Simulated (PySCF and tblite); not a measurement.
Results of a calculation; reference values are marked as such.
3 regioisomers of C₇H₇BO₃:

```csv
isomer,SMILES
A,[O:1]=[CH:2][c:3]1[cH:4][cH:5][c:6]([B:7]([OH:8])[OH:9])[cH:10][cH:11]1
B,[O:1]=[CH:2][c:3]1[cH:4][cH:5][cH:6][c:7]([B:8]([OH:9])[OH:10])[cH:11]1
C,[O:1]=[CH:2][c:3]1[cH:4][cH:5][cH:6][cH:7][c:8]1[B:9]([OH:10])[OH:11]
```

Protocol: conformer search, at most 6 conformers an isomer, GFN2-xTB geometries, energies PBE0/def2-SVP (D3(BJ) added where defined), weights at 298.15 K with GFN2-xTB thermal terms. Programs: PySCF with density fitting and tblite.

(1) Rank the isomers by free energy at 298.15 K.

The search found a single conformer for at least one isomer; other rotamers may be missing.

Results:

(1) 
```
isomer  ΔG (kcal/mol)  ΔE, lowest conformer  conformers  largest weight %  rms dipole (D)
     B            0.0                   0.0           2                64            5.49
     C            0.4                   0.3           3                96            4.13
     A            0.9                   0.6           1               100            6.03
```
